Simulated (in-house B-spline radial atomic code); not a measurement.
Results of a calculation; reference values are marked as such.
# Rb at several levels of theory

Ground configuration [Kr] 5s1. All numbers come from a B-spline radial code for spherical atoms, all electrons, at the radial basis limit. Mean-field, RPA, GW and linear-response runs are scalar-relativistic (one-electron X2C), no spin-orbit coupling, without Breit or QED terms, open shells spin-polarised at highest spin; the many-body runs on Dirac-Hartree-Fock orbitals are four-component, and their energies hold both.

RPA overbinds a lone outer s electron by self-correlation, and G0W0 tends to as well.

**Ionisation energy.** The reference is 4.177 eV (NIST, measured).

```csv
method,value (eV),minus reference (eV)
minus the highest LDA VWN5 level,2.55,-1.63
"LDA VWN5, difference of total energies",4.41,+0.23
minus the highest PBE level,2.44,-1.74
"PBE, difference of total energies",4.29,+0.11
G0W0 on PBE,4.24,+0.07
exact exchange + RPA on PBE,4.60,+0.43
exact exchange + RPA + SOSEX on PBE,4.12,-0.05
minus the highest r2SCAN level,2.49,-1.69
"r2SCAN, difference of total energies",4.09,-0.09
minus the highest PBE0 level,2.87,-1.31
"PBE0, difference of total energies",4.21,+0.03
G0W0 on PBE0,4.41,+0.24
minus the highest B3LYP (VWN-RPA) level,2.80,-1.38
"B3LYP (VWN-RPA), difference of total energies",4.34,+0.16
minus the highest CAM-B3LYP level,3.55,-0.63
minus the highest LC-wPBE level,4.14,-0.04
minus the highest Hartree-Fock level,3.82,-0.36
"Hartree-Fock, difference of total energies",3.80,-0.37
G0W0 on Hartree-Fock,4.35,+0.18
"MP2, difference of total energies",4.17,-0.01
Brueckner orbital with screened correlation (5s1/2),4.18,+0.01
```

Question: Which methods come closest, and which lies farthest off?

Answer: Closest: Brueckner orbital with screened correlation (5s1/2) (+0.01 eV) and MP2, difference of total energies (-0.01 eV). Farthest: minus the highest PBE level (-1.74 eV). The PBE level misses by -1.7 eV while the PBE energy difference misses by +0.11 eV: the semilocal potential lacks the −1/r tail and the energy is convex in the electron number, but total energies at whole numbers are far better.

Run times on one thread of shared hosts: mean field, RPA, SOSEX and G0W0 on PBE, for the atom and its ion, 13 s (Arm Neoverse N1); Brueckner orbitals with all properties, 220 s (Arm Neoverse N1).
